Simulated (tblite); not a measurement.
C₃H₉N, charge -1, doublet, at the geometry of the source list (a state made from the parent by changing its charge; the spin is typed, not shown lowest); IPEA1-xTB (tblite).

tblite was given this input:
```
$ tblite run mol.xyz --method ipea1 --charge -1 --spin 1 --json tblite.json --no-restart

# file mol.xyz
13

C     -1.84920000    -0.01180000     0.24420000
C     -0.45170000    -0.44620000    -0.17220000
N      0.50820000     0.61060000     0.09070000
C      1.86330000     0.24610000    -0.26290000
H     -2.12030000     0.90360000    -0.27380000
H     -2.57180000    -0.78570000    -0.00010000
H     -1.88760000     0.17370000     1.31550000
H     -0.18660000    -1.38970000     0.34160000
H     -0.43000000    -0.64000000    -1.24940000
H      0.46920000     0.85900000     1.07650000
H      2.52560000     1.07800000    -0.03140000
H      1.90260000     0.05650000    -1.33590000
H      2.22840000    -0.65400000     0.25730000
```

Q: Predict the main parts of the log of this tblite run.

A: 
```
xTB calculator
 | screened Coulomb repulsion
 | Coulomb electrostatics
 |  * isotropic Klopman-Ohno-Mataga-Nishimoto electrostatics
 |  * onsite third-order electrostatics
 | DFT-D3(BJ) dispersion correction

halogen bonding energy    0.0000000000000E+00 Eh
repulsion energy          2.6617033853911E-01 Eh
dispersion energy        -3.4679477651328E-03 Eh
number of electrons       2.7000000000000E+01 e
integral cutoff           4.0000000000000E+01 bohr

------------------------------------------------------------
  cycle        total energy    energy error   density error
------------------------------------------------------------
      1     -16.06618751973  -1.6328890E+01   4.7865991E-01
      2     -16.13369184671  -6.7504327E-02   3.2162156E-01
      3     -16.10637726048   2.7314586E-02   1.9617977E-01
      4     -16.24124784189  -1.3487058E-01   6.6918546E-02
      5     -16.25597668509  -1.4728843E-02   5.7084130E-02
      6     -16.26552357356  -9.5468885E-03   4.8016830E-02
      7     -16.28530640394  -1.9782830E-02   1.7428674E-02
      8     -16.27683640314   8.4700008E-03   3.3388158E-02
      9     -16.28638963871  -9.5532356E-03   1.1577179E-02
     10     -16.28621070919   1.7892952E-04   1.2460684E-02
     11     -16.28726473279  -1.0540236E-03   7.1017896E-03
     12     -16.28776377310  -4.9904031E-04   1.2047818E-03
     13     -16.28777201466  -8.2415603E-06   8.3851529E-04
     14     -16.28777810868  -6.0940204E-06   2.2842045E-04
     15     -16.28777858919  -4.8050642E-07   4.2286403E-05
     16     -16.28777860456  -1.5367164E-08   1.3554071E-05
------------------------------------------------------------

electronic energy        -1.6550480995332E+01 Eh
total energy             -1.6287778604558E+01 Eh

Post processing:
 | Mayer-Wiberg bond orders

[Info] JSON dump of results written to 'tblite.json'
```
